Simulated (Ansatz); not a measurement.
Abridged output of a molecular run in Ansatz:

```
Functional definition: HF
1811 factors; integrals over basis functions are off by at most 1.1e-3 eV
mean field evaluation 1: about -17332.3597 eV, gradient 3.7e1 eV
mean field evaluation 2: about -17332.5448 eV, gradient 3.7e1 eV
mean field evaluation 4: about -17336.7322 eV, gradient 3.7e0 eV
mean field evaluation 8: about -17336.8065 eV, gradient 1.6e-1 eV
mean field evaluation 16: about -17336.8067 eV, gradient 1.7e-6 eV
mean field -17336.80669877 eV, -637.1158948700 hartree, gradient 1.7e-6 eV, S^2 0.000000; 0 other end points of the search recorded, 0 dependent functions left out
13 core orbitals not correlated: weight in the atoms' cores, before any rotation towards them, 1.000 or more for the frozen orbitals, at most 0.000 for the correlated occupied ones
reference -17336.80669877 eV, -637.1158948700 hartree; 14, 14 occupied and 290, 290 virtual orbitals, 1811 factors
second order -17.89662102 eV of doubles, -0.00000000 eV of singles
cycle   1  -19.34666006 eV  change    -1.5e0 eV  update   9.8e-2
cycle   2  -19.93957998 eV  change   -5.9e-1 eV  update   3.2e-2
cycle   3  -20.00044092 eV  change   -6.1e-2 eV  update   1.2e-2
cycle   4  -19.99444101 eV  change    6.0e-3 eV  update   4.0e-3
cycle   5  -19.99318797 eV  change    1.3e-3 eV  update   1.7e-3
cycle   6  -19.99292236 eV  change    2.7e-4 eV  update   6.2e-4
cycle   7  -19.99287462 eV  change    4.8e-5 eV  update   2.5e-4
cycle   8  -19.99294715 eV  change   -7.3e-5 eV  update   1.1e-4
cycle   9  -19.99296000 eV  change   -1.3e-5 eV  update   4.0e-5
cycle  10  -19.99294153 eV  change    1.8e-5 eV  update   1.7e-5
perturbative correction -0.73094036 eV, -0.0268615628 hartree
Total energy: -17357.53058065 eV, -637.8774834822 hartree
```

Its atoms:

Z-matrix (Å, degrees):
```
C
B 1 1.559
H 1 1.105 2 103.2
H 1 1.091 2 117.4 3 116.8
H 1 1.094 2 113.9 3 -113.0
Al 2 2.125 1 126.9 3 -97.5
H 2 1.208 1 115.2 3 76.8
Si 6 2.469 2 121.4 1 83.5
H 6 1.599 2 121.2 1 -97.5
C 8 1.886 6 114.2 2 -1.2
H 8 1.496 6 109.9 2 121.3
H 8 1.497 6 109.4 2 -123.2
H 10 1.092 8 110.8 6 60.3
H 10 1.092 8 111.1 6 -179.5
H 10 1.093 8 110.8 6 -59.3
```

Task: Which basis set was used?
A. def2-TZVPP
B. cc-pV(D+d)Z
C. def2-TZVPPD
D. def2-SVP

Result: A. It gives 317 functions.

Task: Write the keys of the input that set method, charge and spin (a neutral closed shell needs none for the last two).

Result: 
```yaml
correlation: {method: ccsd_t}
```
